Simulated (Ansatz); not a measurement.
C₄H₃F₅, SMILES `C/C(F)=C(\F)C(F)(F)F`. The species carries charge 0 and has multiplicity 1.

```xyz
12

C     1.069    0.776    1.479
C     0.350    0.591    0.203
F     0.389    1.652   -0.600
C    -0.299   -0.506   -0.173
F    -0.328   -1.564    0.647
C    -1.052   -0.782   -1.439
F    -2.328   -1.080   -1.168
F    -0.531   -1.840   -2.072
F    -1.037    0.247   -2.276
H     0.642    1.622    2.024
H     2.120    1.002    1.280
H     1.006   -0.117    2.096
```

(1) What are the harmonic wavenumbers in cm⁻¹ at PBE0-D4/def2-TZVP (Ansatz, finite differences of forces, unscaled)? (An estimate is asked.)

(2) Is this a minimum?

(3) Give the ideal-gas thermochemistry at 298.15 K and 1 bar (rigid rotor, harmonic oscillator; point group Cs, symmetry number 1).

## Answers

(1) Computed: 34, 115, 160, 181, 257, 272, 333, 375, 443, 496, 524, 584, 629, 680, 769, 955, 1054, 1055, 1178, 1213, 1236, 1280, 1383, 1436, 1466, 1468, 1815, 3059, 3122, 3181.

(2) Yes, all 30 modes are real.

(3) Zero-point energy 183.9 kJ/mol; H(298) − E = 209.2 kJ/mol; entropy 389.5 J/(mol·K), of which translation 171.0, rotation 121.3, vibration 97.2; G(298) − E = 93.1 kJ/mol. Modes under 100 cm⁻¹ are hindered rotations or soft bends, so the harmonic entropy is rough.
